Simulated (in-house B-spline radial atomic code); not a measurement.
Values are calculated unless marked as measured or tabulated.
**Stopping and range of 20 keV Al in Ge**

The pair potential comes from two frozen, spherical free-atom densities (PBE, B-spline radial code, scalar-relativistic past argon): electrostatics plus the change in Thomas-Fermi kinetic and Dirac exchange energy where they overlap, the recipe behind the universal ZBL potential, which averages such potentials (from solid-state densities) over many pairs. It is written V = (Z1 Z2 e²/r) φ(r/a), with e² = 14.3996 eV·Å and a = 0.46850 Å/(Z1^0.23 + Z2^0.23); ZBL's fit is φ = 0.18175 e^(−3.1998x) + 0.50986 e^(−0.94229x) + 0.28022 e^(−0.4029x) + 0.02817 e^(−0.20162x). Where φ falls below 4e-4 it is continued as an exponential.

The target is taken as amorphous, with density 5.3234 g/cm³ (NSM archive of the Ioffe Institute); channelling is ignored. Masses: Al 26.98, Ge 72.63 u. Nuclear stopping is S_n = 4π a Z1 Z2 e² M1/(M1 + M2) × s_n(ε), with s_n integrated over impact parameters for each pair. Electronic stopping is Lindhard and Scharff's S_e = Z1^(1/6) 8π e² a0 Z1 Z2/(Z1^(2/3) + Z2^(2/3))^(3/2) × v/v0, with a0 = 0.529177 Å and v = v0 at 24.801 keV/u; it misses the oscillations with Z1 seen in experiment, which reach tens of per cent. Compounds add by atom fraction.

```tsv
target atom	a (Å)	ε at this energy	s_n, this pair	s_n, ZBL potential
Ge	0.11645	0.2835	0.371	0.3504
```

(1) What are the atom density and the stopping powers at entry?

Along the track:

| E (keV) | N S_n (eV/nm) | N S_e (eV/nm) |
| --- | --- | --- |
| 1 | 197 | 33.8 |
| 3 | 286 | 58.6 |
| 6 | 338 | 82.8 |
| 10 | 368 | 107 |
| 15 | 384 | 131 |
| 20 | 389 | 151 |

(2) Estimate the path length and the projected range.

Answers

(1) N = 5.3234 × 0.602214/72.63 = 0.04414 atoms/Å³. For Ge: S_n = 2374 × 0.371 = 880.9 eV·Å², S_e = 2.4219 × √20000 = 342.5 eV·Å². Averaged over the target's atoms and times N × 10 Å/nm, the ion loses N S_n = 389 eV/nm to recoils and N S_e = 151 eV/nm to electrons; the nuclear share is 72 %.

(2) With continuous slowing down the path is the integral of dE/(N (S_n + S_e)). Trapezoids over the table give 43.7 nm, and the stretch below the first row, with stopping taken as √E, adds 2E/(N S) = 8.7 nm: 52.3 nm in all, against 50.6 nm on a fine grid from 5 eV. Deflections shorten the depth: to first order in the energy passed on, N (S_n + S_e) dR_p/dE = 1 − N S_n (M2/M1) R_p/(2E), summed over the target's atoms, and integrating this on the fine grid gives R_p = 20.3 nm, 0.40 of the path. Lindhard's rule of thumb R/(1 + M2/3M1), with mean M2/M1 = 2.69, gives 26.7 nm; it is meant for M2/M1 below about 2. On the ZBL potential the same equation gives 21.3 nm, and the full integral equation, which keeps hard collisions, 22.9 nm.
